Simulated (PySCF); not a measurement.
Isomers of C5H7NOSi, one GFN2-xTB conformer each. Single-point energies are computed at PBE0/pcSseg-1 (PySCF, gas phase, no added dispersion term), electronic only.

**Question.** Rank them by PBE0/pcSseg-1 energy, lowest first (kcal/mol).
A. `[CH2:1]=[CH:2][O:3][SiH2:4]/[CH:5]=[CH:6]/[C:7]#[N:8]` with C1–C2–O3–Si4 180°, C2–O3–Si4–C5 180°, O3–Si4–C5–C6 0°
B. `[SiH3:1][O:2][c:3]1[cH:4][cH:5][cH:6][cH:7][n:8]1` with Si1–O2–C3–C4 180°
C. `[CH3:1]/[CH:2]=[CH:3]\[Si@@H:4]([C:5]#[N:6])[CH:7]=[O:8]` with C2–C3–Si4–C5 56°, C3–Si4–C7–O8 10°

**Answer.** B (0.0), A (44.5), C (50.6).

As drawn, the lowest has an aromatic ring and an Si–O bond, which the highest lacks; the highest has a C=O bond, a C≡N group and an Si–C bond, which the lowest lacks. GFN2-xTB itself gives, in the same order: 0.0, 70.8, 119.4. Both levels put the same isomer lowest; measured from each level's own lowest isomer, the values differ by up to 68.8 kcal/mol (C/C=C\[Si@@H](C#N)C=O: 119.4 against 50.6).

**Question.** Which frontier levels, dipoles and rotational constants go with these structures?

**Answer.** 
```json
{"SMILES": "[SiH3]Oc1ccccn1", "HOMO (eV, PBE0/pcSseg-1)": "-7.07", "LUMO (eV)": "-0.83", "dipole (D)": "1.53", "A, B, C (MHz)": "4979, 1141, 938.5"}
{"SMILES": "C=CO[SiH2]/C=C/C#N", "HOMO (eV, PBE0/pcSseg-1)": "-7.29", "LUMO (eV)": "-1.96", "dipole (D)": "4.68", "A, B, C (MHz)": "3492, 744.8, 618.3"}
{"SMILES": "C/C=C\\[Si@@H](C#N)C=O", "HOMO (eV, PBE0/pcSseg-1)": "-7.44", "LUMO (eV)": "-2.02", "dipole (D)": "3.31", "A, B, C (MHz)": "2029, 1257, 845.1"}
```
